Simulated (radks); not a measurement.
Values are calculated unless marked as measured or tabulated.
Spherical quantum dot in the effective-mass picture: electrons in a hard-walled sphere of radius 1.47, all in effective atomic units (hartree* = m*/eps^2 hartree, bohr* = eps/m* bohr), one dielectric constant everywhere. Level of theory: non-relativistic Kohn-Sham, LDA (Slater exchange, Perdew-Wang correlation), spin-polarised, spherical densities (a radial shooting solver with Libxc functionals). Levels are named by radial order and angular momentum (1s, 1p, 1d, 2s, ...), and open shells are averaged over m. Results are scaled to m* = 0.235 and eps = 5.1, for which hartree* = 245.9 meV and bohr* = 1.148 nm.

N = 27, configuration 1s2 1p6 1d10 2s(up 1, down 0) 1f(up 7, down 1). This is the lowest configuration that the search found. Occupied and some empty levels:

level    occupation  eigenvalue (meV)  <r> (nm)
1s up             1            6634.7     1.028
1s down           1            6686.2     1.029
1p up             3            7017.2     1.113
1p down           3            7067.5     1.112
1d up             5            7605.7     1.171
1d down           5            7656.8     1.170
1f up             7            8373.6     1.215
2s up             1            8378.5    0.7795
1f down           1            8425.7     1.214
2s down           0            8451.5    0.7846
1g up             0            9306.6     1.250
1g down           0            9359.4     1.249
2p up             0            9453.4    0.8886
2p down           0            9507.7    0.8918
2d up             0             10689    0.9635
2d down           0             10735    0.9649

Energy (meV): total 127945, kinetic 53710, external 0, Hartree 81750, exchange-correlation -7515.0.

Electron density:

r (nm)  n(r) (e/nm^3)
0.0469          1.217
0.131           1.185
0.215           1.131
0.299           1.068
0.383           1.017
0.467          0.9993
0.551           1.039
0.636           1.154
0.720           1.353
0.804           1.628
0.888           1.949
0.972           2.262
1.06            2.495
1.14            2.569
1.22            2.421
1.31            2.037
1.39            1.472
1.48           0.8488
1.56           0.3213
1.64          0.03730
